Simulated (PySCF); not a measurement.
Compound: BF₃.
SMILES with atom numbers: `[F:1][B:2]([F:3])[F:4]`

The calculation used core-valence-separated Tamm–Dancoff BHandHLYP/aug-pcX-1 in PySCF, non-relativistic, gas phase, PBE0-D3(BJ)/def2-SVP geometry.

Computed fluorine K-edge spectrum, Gaussian lines of 0.5 eV full width, highest printed point 100; it ends one width below the last computed root. The energies are unshifted.

```tsv
photon energy (eV)	absorption
685.4	1
685.5	4
685.6	12
685.7	29
685.8	55
685.9	83
686.0	100
686.1	97
686.2	77
686.3	52
686.4	32
686.5	22
686.6	17
686.7	14
686.8	10
686.9	6
687.0	3
687.1	1
687.2	0
687.3	0
687.4	0
687.5	0
687.6	0
687.7	0
687.8	0
687.9	0
688.0	1
688.1	2
688.2	6
688.3	14
688.4	28
688.5	44
688.6	55
688.7	55
688.8	45
688.9	29
689.0	15
689.1	7
689.2	2
689.3	1
689.4	0
689.5	0
689.6	0
689.7	0
689.8	0
```

Question: Where are the maxima, and which lines make them up?

Answer: 2 maxima:
- 686.0 eV: F1/F3/F4 (boron-bound fluorine), 686.04 eV, f = 0.061, sum of 3, 100 % of the height at the exact maximum
- 688.6 eV: F1/F3/F4 (boron-bound fluorine), 688.65 eV, f = 0.034, sum of 6, 100 % of the height at the exact maximum

Further lines of some strength in the range: F1/F3/F4, 686.61 eV, f = 0.009, sum of 3.

Roots within 0.03 eV on the same or equivalent atoms count as one line; shares under 12 % aren't listed.

Vibrational structure and lifetime widths aren't in the curve. The ionisation threshold wasn't computed; near and above it a finite basis only mimics Rydberg series and continuum.
